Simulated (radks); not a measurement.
Problem. Coherent X-ray form factor from a spherical all-electron density. Method: scalar-relativistic Kohn-Sham, PBE, spin-polarised, spherical densities, finite nucleus; Fermi nuclear charge, rms radius of each element as measured or else 0.836 A^(1/3) + 0.57 fm; computed with a radial shooting solver on a logarithmic mesh with Libxc functionals.

sin(theta)/lambda (1/angstrom),f0 (electrons)
0.05,76.913
0.1,74.066
0.15,70.289
0.2,66.242
0.25,62.274
0.3,58.533
0.4,51.880
0.5,46.286
0.6,41.558
0.8,33.902
1,27.894
1.25,22.303
1.5,18.584
2,14.527

The species is in the configuration that NIST lists as its ground one. Which atom or ion scatters so?

Solution. Neutral platinum, [Xe] 4f14 5d9 6s1. Extrapolating in s^2 from the first two rows gives f0(0) = 77.9, near the electron count 78; among species with that count, the fall with angle is slower the higher Z, and the table is that of Z = 78; from so few rows the species is fixed only to a neighbour or two.
